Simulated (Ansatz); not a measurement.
V₂S. The state is a triplet with charge 0. Geometry PBE0-D4/def2-TZVP, that of the charge +1 doublet; atoms count from 1.

```xyz
3

V    -0.155    0.936    1.966
V     0.162   -0.974   -2.049
S    -0.007    0.038    0.084
```

The charge 0 triplet is spin-contaminated (final ⟨S²⟩ up to 4.96, 2.00 for a pure state). The structure comes from a short search, and lower isomers may exist.

(1) Estimate the Mulliken populations from the PBE0/def2-TZVP orbitals of Ansatz.

(2) Where does the spin sit?

(3) And the Mayer bond orders between bonded heavy atoms (over 0.3)?

Answers

(1) 
| atom | charge (e) | spin (α − β) | d electrons |
| --- | --- | --- | --- |
| V1 | 0.35 | 4.06 | 3.77 |
| V2 | 0.25 | -2.01 | 3.40 |
| S3 | -0.60 | -0.05 | – |
Mulliken values and Mayer orders depend strongly on the basis.

(2) Summed by element: V 2.05, S -0.05, of 2 unpaired in all. Largest on single atoms: V1 4.06, V2 -2.01, S3 -0.05.

(3) V1–S3 1.13 (2.09 Å); V2–S3 1.04 (2.37 Å).
